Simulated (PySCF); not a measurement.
**Ho(BH4)3(NH3) at several levels of theory**

Computed with PySCF 2.14.0 (density fitting, no spin-orbit coupling) at the geometry relaxed with PBE0:

```xyz
20
Ho(BH4)3(NH3) (singlet in the valence; each metal's 4f electrons, 10 of them, lie in its core potential, out of spins and levels)
Ho    0.0798   -0.0774    0.0648
B     1.2203    1.7615    1.2217
H     1.8089    2.6380    1.8050
H     1.6269    0.6144    1.5423
H     1.3576    1.8224   -0.0216
H    -0.0085    1.7608    1.4493
B    -1.7699   -1.2288    1.1881
H    -2.6492   -1.8209    1.7634
H    -1.8421    0.0114    1.3254
H    -1.7478   -1.4548   -0.0431
H    -0.6255   -1.5474    1.6048
B     1.2958   -1.3149   -1.6610
H     1.8780   -1.9278   -2.5211
H     0.8259   -2.0528   -0.7652
H     0.3084   -0.6723   -2.1039
H     2.0156   -0.4726   -1.0850
N    -1.3981    1.4135   -1.2378
H    -1.8887    2.0602   -0.6165
H    -0.8993    1.9879   -1.9199
H    -2.1174    0.9029   -1.7535
```

```
level                                                              basis    state  HOMO (eV)  gap (eV)  charge on Ho1 (e)  population of f-type functions on Ho1 (polarisation alone where 4f lies in the core)  dipole about the centre of mass (D)  largest force component (eV/Å)
 PBE0      Ho lcecp-1-SVP with ECP56, B def2-SVP, H def2-SVP, N def2-SVP  singlet      -8.95      7.98               0.32                                                                                  0.05                                 5.71                            0.02
wB97X                                                           the same  singlet     -11.35     12.18               0.33                                                                                  0.06                                 5.74                            0.08
 PBE0  Ho lcecp-1-TZVP with ECP56, B def2-TZVP, H def2-TZVP, N def2-TZVP  singlet      -8.98      7.83               0.86                                                                                  0.06                                 5.58                            0.23
```

In the lcecp rows the 4f levels are missing from HOMO and gap, and the state counts the valence alone.

Charges are Mulliken's, which hang on the basis. The relaxation used the grid (50, 194), these runs (75, 302) or, all-electron (x2c bases, spin-free X2C Hamiltonian), (99, 590).

(1) What does r2SCAN with Ho lcecp-1-SVP with ECP56, B def2-SVP, H def2-SVP, N def2-SVP give here?

No frequency check is given that shows the relaxed geometry to be a minimum. An lcecp potential fixes the number of 4f electrons, so in runs with it no electron can move into or out of that shell.

Results:

(1) state singlet, HOMO (eV) -7.98, gap (eV) 6.67, charge on Ho1 (e) 0.34, population of f-type functions on Ho1 (polarisation alone where 4f lies in the core) 0.05, dipole about the centre of mass (D) 5.71, largest force component (eV/Å) 0.09. Time: 15 s on 4 threads of Intel(R) Xeon(R) 6975P-C (Granite Rapids) (shared host), from an already converged density.
